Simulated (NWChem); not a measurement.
Program: NWChem. System: hydronium (H3O (+1)), charge 1, spin multiplicity 1, at a geometry optimised with B3LYP/def2-SVP. Level: HF/aug-cc-pVDZ.

Input file:

```
start mol
memory heap 200 mb stack 800 mb global 1000 mb
charge 1
geometry units angstroms nocenter noautoz
  O     -0.000025     0.077442     0.000000
  H     -0.472033    -0.206672     0.817691
  H     -0.472033    -0.206672    -0.817691
  H      0.944265    -0.206192     0.000000
  symmetry group Cs
end
basis spherical
  * library aug-cc-pvdz
end
dft
  xc hfexch
  semidirect memsize 60000000 filesize 0
  iterations 100
end
property
  dipole
  response 1 0.0
end
task dft property
```

Part of the output:

```
             Northwest Computational Chemistry Package (NWChem) 7.3.0
             --------------------------------------------------------

                                NWChem Input Module
                                -------------------

 Scaling coordinates for geometry "geometry" by  1.889725989
 (inverse scale =  0.529177249)

 Turning off AUTOSYM since
 SYMMETRY directive was detected!

                             Geometry "geometry" -> ""
                             -------------------------

 Output coordinates in angstroms (scale by  1.889725989 to convert to a.u.)

  No.       Tag          Charge          X              Y              Z
 ---- ---------------- ---------- -------------- -------------- --------------
    1 O                    8.0000    -0.00002500     0.07744200     0.00000000
    2 H                    1.0000    -0.47203300    -0.20667200     0.81769100
    3 H                    1.0000    -0.47203300    -0.20667200    -0.81769100
    4 H                    1.0000     0.94426500    -0.20619200     0.00000000

 Effective nuclear repulsion energy (a.u.)      13.8517465910

            Nuclear Dipole moment (a.u.)
            ----------------------------
        X                 Y               Z
 ---------------- ---------------- ----------------
    -0.0000018897     0.0000000000     0.0000000000

      Symmetry information
      --------------------

 Group name             Cs
 Group number              2
 Group order               2
 No. of unique centers     3

      Symmetry unique atoms

     1    2    4


 Summary of "ao basis" -> "" (spherical)
 ------------------------------------------------------------------------------
       Tag                 Description            Shells   Functions and Types
 ---------------- ------------------------------  ------  ---------------------
 *                        aug-cc-pvdz                 on all atoms

  xc_inp: hfexch multiplicative factor not found.
                              NWChem Property Module
                              ----------------------

                                 NWChem DFT Module
                                 -----------------

 Summary of "ao basis" -> "ao basis" (spherical)
 ------------------------------------------------------------------------------
       Tag                 Description            Shells   Functions and Types
 ---------------- ------------------------------  ------  ---------------------
 O                        aug-cc-pvdz                9       23   4s3p2d
 H                        aug-cc-pvdz                5        9   3s2p

 Summary of "ao basis" -> "ao basis" (spherical)
 ------------------------------------------------------------------------------
       Tag                 Description            Shells   Functions and Types
 ---------------- ------------------------------  ------  ---------------------
 O                        aug-cc-pvdz                9       23   4s3p2d
 H                        aug-cc-pvdz                5        9   3s2p

            General Information
            -------------------
          SCF calculation type: DFT
          Wavefunction type:  closed shell.
          No. of atoms     :     4
          No. of electrons :    10
           Alpha electrons :     5
            Beta electrons :     5
          Charge           :     1
          Spin multiplicity:     1
          Use of symmetry is: off; symmetry adaption is: off
          Maximum number of iterations: 100
          AO basis - number of functions:    50
                     number of shells:    24
          Convergence on energy requested:  1.00D-06
          Convergence on density requested:  1.00D-05
          Convergence on gradient requested:  5.00D-04

              XC Information
              --------------
                     Hartree-Fock (Exact) Exchange  1.000

          Convergence Information
          -----------------------
          Convergence aids based upon iterative change in
          total energy or number of iterations.
          Levelshifting, if invoked, occurs when the
          HOMO/LUMO gap drops below (HL_TOL):  1.00D-02
          DIIS, if invoked, will attempt to extrapolate
          using up to (NFOCK): 10 stored Fock matrices.

                    Damping( 0%)  Levelshifting(0.5)       DIIS
                  --------------- ------------------- ---------------
          dE  on:    start            ASAP                start
          dE off:    2 iters        100 iters           100 iters

      Screening Tolerance Information
      -------------------------------
          Density screening/tol_rho:  1.00D-10
          AO Gaussian exp screening on grid/accAOfunc:  14
          CD Gaussian exp screening on grid/accCDfunc:  20
          XC Gaussian exp screening on grid/accXCfunc:  20
          Schwarz screening/accCoul:  1.00D-08

      Superposition of Atomic Density Guess
      -------------------------------------

 Sum of atomic energies:         -76.26481858

 Renormalizing density from      11.00 to     10

      Non-variational initial energy
      ------------------------------

 Total energy =     -71.840194
 1-e energy   =    -119.246377
 2-e energy   =      33.554436
 HOMO         =      -1.212889
 LUMO         =      -0.351577

------------------------------------------------------------
EAF file 0: "./mol.aoints.0" size=524288 bytes
------------------------------------------------------------
               write      read    awrite     aread      wait
               -----      ----    ------     -----      ----
     calls:        1         0         0         0         0
   data(b): 5.24e+05  0.00e+00  0.00e+00  0.00e+00
   time(s): 0.00e+00  0.00e+00  0.00e+00  0.00e+00  0.00e+00
rate(mb/s): 0.00e+00  0.00e+00
------------------------------------------------------------

   convergence    iter        energy       DeltaE   RMS-Dens  Diis-err    time
 ---------------- ----- ----------------- --------- --------- ---------  ------
 d= 0,ls=0.0,diis     1    -76.0222464010 -8.99D+01  2.00D-02  3.54D+00     0.2
 d= 0,ls=0.0,diis     2    -76.2159107234 -1.94D-01  7.29D-03  1.16D+00     0.3
 d= 0,ls=0.0,diis     3    -76.3166153404 -1.01D-01  6.52D-04  2.40D-03     0.3
 d= 0,ls=0.0,diis     4    -76.3170021036 -3.87D-04  1.13D-04  8.02D-05     0.3
 d= 0,ls=0.0,diis     5    -76.3170207793 -1.87D-05  3.20D-05  2.56D-06     0.3
 d= 0,ls=0.0,diis     6    -76.3170214657 -6.86D-07  5.64D-06  5.71D-08     0.3

         Total DFT energy =      -76.317021465726
      One electron energy =     -128.305900224497
           Coulomb energy =       47.148100197785
    Exchange-Corr. energy =       -9.010968029978
 Nuclear repulsion energy =       13.851746590964

 Numeric. integr. density =        0.000000000000

     Total iterative time =      0.2s

                       DFT Final Molecular Orbital Analysis
                       ------------------------------------

 Vector    3  Occ=2.000000D+00  E=-1.128851D+00
              MO Center=  1.3D-01, -1.7D-02,  1.0D-05, r^2= 7.0D-01
   Bfn.  Coefficient  Atom+Function         Bfn.  Coefficient  Atom+Function
  ----- ------------  ---------------      ----- ------------  ---------------
     5      0.533522  1 O  px                42      0.377051  4 H  s
     8      0.215460  1 O  px                24     -0.188540  2 H  s
    33     -0.188514  3 H  s                 45     -0.052615  4 H  px
    11      0.037594  1 O  px                21      0.032813  1 O  d  0
    29      0.029519  2 H  pz                38     -0.029516  3 H  pz

 Vector    4  Occ=2.000000D+00  E=-1.128848D+00
              MO Center= -1.3D-01, -1.7D-02, -1.0D-05, r^2= 7.0D-01
   Bfn.  Coefficient  Atom+Function         Bfn.  Coefficient  Atom+Function
  ----- ------------  ---------------      ----- ------------  ---------------
     7      0.533523  1 O  pz                24      0.326528  2 H  s
    33     -0.326543  3 H  s                 10      0.215464  1 O  pz
    22     -0.037887  1 O  d  1              13      0.037594  1 O  pz
    29     -0.035563  2 H  pz                38     -0.035566  3 H  pz
    27      0.029512  2 H  px                36     -0.029512  3 H  px

 Vector    5  Occ=2.000000D+00  E=-9.509828D-01
              MO Center= -4.4D-05,  1.3D-01, -9.7D-10, r^2= 5.9D-01
   Bfn.  Coefficient  Atom+Function         Bfn.  Coefficient  Atom+Function
  ----- ------------  ---------------      ----- ------------  ---------------
     6      0.636646  1 O  py                 9      0.416432  1 O  py
     3      0.197044  1 O  s                  2      0.096650  1 O  s
    24     -0.089281  2 H  s                 33     -0.089281  3 H  s
    42     -0.089283  4 H  s                  4     -0.043710  1 O  s
    12      0.043782  1 O  py

 Vector    6  Occ=0.000000D+00  E=-1.729439D-01
              MO Center=  1.4D-04, -4.3D-01,  9.3D-09, r^2= 6.3D+00
   Bfn.  Coefficient  Atom+Function         Bfn.  Coefficient  Atom+Function
  ----- ------------  ---------------      ----- ------------  ---------------
     3      0.346570  1 O  s                 26     -0.275923  2 H  s
    35     -0.275923  3 H  s                 44     -0.275921  4 H  s
     2      0.161742  1 O  s                 25     -0.144036  2 H  s
    34     -0.144036  3 H  s                 43     -0.144040  4 H  s
     6     -0.092388  1 O  py                12      0.088538  1 O  py

 Vector    7  Occ=0.000000D+00  E=-1.036458D-01
              MO Center=  5.5D-01, -3.1D-01,  2.3D-04, r^2= 1.1D+01
   Bfn.  Coefficient  Atom+Function         Bfn.  Coefficient  Atom+Function
  ----- ------------  ---------------      ----- ------------  ---------------
    44      2.124651  4 H  s                 26     -1.062704  2 H  s
    35     -1.061946  3 H  s                 43      0.190926  4 H  s
     5     -0.166648  1 O  px                 8     -0.163273  1 O  px
    11     -0.159050  1 O  px                25     -0.095500  2 H  s
    34     -0.095432  3 H  s                 48      0.092860  4 H  px

 Vector    8  Occ=0.000000D+00  E=-1.036455D-01
              MO Center= -5.5D-01, -3.1D-01, -2.3D-04, r^2= 1.1D+01
   Bfn.  Coefficient  Atom+Function         Bfn.  Coefficient  Atom+Function
  ----- ------------  ---------------      ----- ------------  ---------------
    26      1.839808  2 H  s                 35     -1.840246  3 H  s
     7     -0.166648  1 O  pz                25      0.165335  2 H  s
    34     -0.165375  3 H  s                 10     -0.163275  1 O  pz
    13     -0.159056  1 O  pz                32      0.080753  2 H  pz
    41      0.080761  3 H  pz                50      0.044497  4 H  pz

 center of mass
 --------------
 x =  -0.00001980 y =   0.06103816 z =   0.00000000

 moments of inertia (a.u.)
 ------------------
           5.544891294822          -0.001395626412           0.000000000000
          -0.001395626412           9.625560448365           0.000000000000
           0.000000000000           0.000000000000           5.544997686129

     Multipole analysis of the density
     ---------------------------------

     L   x y z        total         alpha         beta         nuclear
     -   - - -        -----         -----         ----         -------
     0   0 0 0      1.000000     -5.000000     -5.000000     11.000000

     1   1 0 0      0.000197      0.000100      0.000100     -0.000002
     1   0 1 0     -0.605098     -0.302549     -0.302549      0.000000
     1   0 0 1      0.000000      0.000000      0.000000      0.000000

     2   2 0 0     -1.775097     -3.275281     -3.275281      4.775465
     2   1 1 0      0.000965     -0.000226     -0.000226      0.001416
     2   1 0 1     -0.000000     -0.000000     -0.000000      0.000000
     2   0 2 0     -4.607796     -2.618008     -2.618008      0.628221
     2   0 1 1     -0.000000     -0.000000     -0.000000      0.000000
     2   0 0 2     -1.775168     -3.275264     -3.275264      4.775360

 *** CALLING NEW AORESP DRIVER FOR CLOSED AND OPEN SHELLS ***
 Entering AOResponse driver routine

--------------------------------------------------------------------------------

          ****************
          *** RESPONSE ***
          ****************

 Response module for NWChem and dynamic CPKS solver

          -----------------------------------------------
          Solving response equations for perturbing field
          -----------------------------------------------

 number of frequencies:     1
 frequency in a.u.:  0.0000000E+00
 Perturbing field: electric
 Using El. Dipole Length Gauge

 Setting up CPKS with frequency omega =      0.00000000 a.u.

 STATIC response

                                NWChem CPHF Module
                                ------------------

  scftype          =     RHF
  nclosed          =        5
  nopen            =        0
  variables        =      225
  # of vectors     =        3
  tolerance        = 0.10D-03
  level shift      = 0.00D+00
  max iterations   =       50
  max subspace     =       30

 SCF residual:    6.5706553890260816E-005

Iterative solution of linear equations
  No. of variables      225
  No. of equations        3
  Maximum subspace       30
        Iterations       50
       Convergence  1.0D-04

   iter   nsub   residual    time
   ----  ------  --------  ---------
     1      3    5.17D-01       0.6
     2      6    2.16D-01       0.9
     3      9    8.93D-02       1.1
     4     12    9.90D-03       1.4
     5     15    1.34D-03       1.6
     6     18    2.55D-04       1.9
     7     21    2.71D-05       2.1

 Electric Dipole Response Matrix (nonzero elements):

              1        2        3
    1    6.7520   0.0005   0.0000
    2    0.0005   5.2119   0.0000
    3    0.0000   0.0000   6.7520

 ------------------------------------------
 average:         6.23863 + I       0.00000

 DFT Linear Response polarizability / au
 Frequency  =       0.0000000 / au
 Wavelength = -999999.0000000 / nm
              X              Y              Z
 -----------------------------------------------
 X       6.7520273      0.0005281      0.0000000
 Y       0.0005281      5.2118669      0.0000000
 Z       0.0000000      0.0000000      6.7519898
 -----------------------------------------------
 Eigenvalues =       6.7520275      5.2118667      6.7519898
 Isotropic   =       6.2386280
 Anisotropic =       1.5401420
 -----------------------------------------------

 Magnetic Dipole Response Matrix (nonzero elements):
 Optical rotation tensor Beta

 *** static G'=0. Use GPRIME input with finite omega
 *** or better ORBETA without GPRIME for small or zero freq.

 zero matrix

 ------------------------------------------
 average:         0.00000 + I       0.00000

 Exiting AOResponse driver routine

          -------------
          Dipole Moment
          -------------

 Center of charge (in au) is the expansion point
         X =      -0.0000002 Y =       0.0000000 Z =       0.0000000

   Dipole moment        0.6050976470 A.U.
             DMX        0.0001976281 DMXEFC        0.0000000000
             DMY       -0.6050976147 DMYEFC        0.0000000000
             DMZ        0.0000000017 DMZEFC        0.0000000000
   -EFC- dipole         0.0000000000 A.U.
   Total dipole         0.6050976470 A.U.

   Dipole moment        1.5380164322 Debye(s)
             DMX        0.0005023244 DMXEFC        0.0000000000
             DMY       -1.5380163501 DMYEFC        0.0000000000
             DMZ        0.0000000042 DMZEFC        0.0000000000
   -EFC- dipole         0.0000000000 DEBYE(S)
   Total dipole         1.5380164322 DEBYE(S)

 1 a.u. = 2.541766 Debyes

 Task  times  cpu:        2.1s     wall:        2.1s

 Total times  cpu:        2.2s     wall:        2.2s
```
